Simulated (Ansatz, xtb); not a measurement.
## BFSiTe: 4 structures ranked

4 gas-phase structures of BFSiTe, found in a search over its isomers (lower ones may exist). Each was relaxed with GFN2-xTB; where two conformers were screened, the lower at r2SCAN-D4/def2-SVP is listed:

A. `F[Si]B=[Te]`, a singlet
B. a triplet given by its coordinates
C. `F[Si]B=[Te]`, a triplet
D. a singlet given by its coordinates

D (Å):

```xyz
4

B     0.0127    0.5582   -0.2221
F    -0.9574    1.3397   -0.7270
Si    0.4731   -1.0092    0.8168
Te    2.1114    0.6442   -0.3246
```

Close contacts (Å): B1–F2 1.34, B1–Si3 1.94, B1–Te4 2.10, Si3–Te4 2.59.

B (Å):

```xyz
4

B    -0.8557    1.3759   -2.3043
F    -1.9381    1.9196   -2.9096
Si   -0.7766   -0.4801   -1.8094
Te    0.9865    2.0834   -1.6781
```

Close contacts (Å): B1–F2 1.35, B1–Si3 1.92, B1–Te4 2.07, Si3–Te4 3.11.

Task: Make a reasoned guess at their ranking by r2SCAN-D4/def2-SVP single-point energy.

Result: Calculated order at r2SCAN-D4/def2-SVP: D (0.0), A (141.4), B (155.4), C (189.3) kJ/mol.

Energies above the lowest of each column, in kJ/mol; the last columns are at PBE-D3(BJ)/def2-SVP geometries and were run for some of them only (a dash: not run or not comparable):

```tsv
structure	GFN2-xTB	HF/STO-3G	r2SCAN-D4/def2-SVP	PBE-D3(BJ)/def2-SVP
D	0.0	0.0	0.0	0.0
A	34.2	248.5	141.4	132.4
B	–	168.1	155.4	–
C	–	304.1	189.3	–
```

Every level run on D puts it lowest or level with the lowest. Some further structures that were screened fall inside this span and aren't listed. Flexible structures stand in one conformer each, not always the lowest. Frequencies (PBE-D3(BJ)/def2-SVP) were run for A, D alone. GFN2-xTB has no spin polarisation and isn't compared across spin states. Open shells are spin-unrestricted. Atoms past krypton carry core potentials in the def2 sets, without spin–orbit terms.

Programs: Ansatz 0.2.0, xtb 6.7.1.
